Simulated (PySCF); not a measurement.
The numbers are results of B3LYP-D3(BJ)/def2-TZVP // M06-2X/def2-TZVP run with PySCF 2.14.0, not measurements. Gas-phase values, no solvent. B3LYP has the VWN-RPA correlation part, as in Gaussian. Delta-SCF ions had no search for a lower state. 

Reference species (SMILES): `[InH3]` (neutral, multiplicity 1).

```json
{
 "HOMO–LUMO gap": "5.78 eV",
 "LUMO": "-2.21 eV",
 "vertical ionisation energy (Delta-SCF)": "10.57 eV",
 "HOMO": "-7.99 eV"
}
```

Changed species: `[CH3][In]([CH3])[CH3]` (0 of 3 CH3 replaced by H; the reference has 3 of 3 CH3 replaced by H).

Question: Give the shifts of the HOMO–LUMO gap, LUMO, vertical ionisation energy (Delta-SCF) and HOMO.

Answer: the HOMO–LUMO gap drops by 0.18 eV, to 5.60 eV; the LUMO increases by 1.03 eV, to -1.18 eV; the vertical ionisation energy (Delta-SCF) falls by 1.71 eV, to 8.86 eV; the HOMO rises by 1.21 eV, to -6.78 eV.
